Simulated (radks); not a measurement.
Task: Species: Tm4+. Configuration: [Xe] 4f11 (the NIST ground configuration). All-electron calculation, Dirac Kohn-Sham, SOGGA, spin-unpolarised, spherical densities, finite nucleus; open shells are shared between the two j in proportion to 2j + 1; Fermi nuclear charge, rms radius 5.2256 fm. Program: a radial shooting solver on a logarithmic mesh with Libxc functionals. Some entries of the table are withheld. Estimate them.

| orbital | occ. | eigenvalue (eV) | <1/r> (bohr^-1) |
|---|---|---|---|
| 1s1/2 | 2 | -59234.03 | 79.04 |
| 2s1/2 | 2 | -10034.91 | 19.05 |
| 2p1/2 | 2 | (1) | 19.02 |
| 2p3/2 | 4 | (2) | 16.42 |
| 3s1/2 | 2 | -2299.501 | 6.975 |
| 3p1/2 | 2 | (3) | 6.893 |
| 3p3/2 | 4 | (4) | 6.225 |
| 3d3/2 | 4 | (5) | 6.112 |
| 3d5/2 | 6 | (6) | 5.950 |
| 4s1/2 | 2 | -497.7074 | 2.926 |
| 4p1/2 | 2 | -415.0695 | 2.818 |
| 4p3/2 | 4 | -368.0305 | 2.587 |
| 4d3/2 | 4 | -231.7627 | 2.370 |
| 4d5/2 | 6 | -223.1473 | 2.314 |
| 5s1/2 | 2 | -101.1892 | 1.132 |
| 5p1/2 | 2 | -77.3326 | 1.017 |
| 5p3/2 | 4 | -70.4694 | 0.9410 |
| 4f5/2 | 4.71429 | -57.3161 | (7) |
| 4f7/2 | 6.28571 | -55.9657 | (8) |
| 5d3/2 | 0 | -38.6115 | 0.6978 |
| 5d5/2 | 0 | -37.8770 | 0.6836 |
| 6s1/2 | 0 | -33.6622 | 0.4819 |
| 6p1/2 | 0 | -27.3279 | 0.4272 |
| 6p3/2 | 0 | -25.9407 | 0.4068 |

Result: 
(1) 2p1/2 eigenvalue (eV): -9569.496
(2) 2p3/2 eigenvalue (eV): -8590.037
(3) 3p1/2 eigenvalue (eV): -2094.295
(4) 3p3/2 eigenvalue (eV): -1887.544
(5) 3d3/2 eigenvalue (eV): -1536.577
(6) 3d5/2 eigenvalue (eV): -1491.391
(7) 4f5/2 <1/r> (bohr^-1): 1.816
(8) 4f7/2 <1/r> (bohr^-1): 1.792
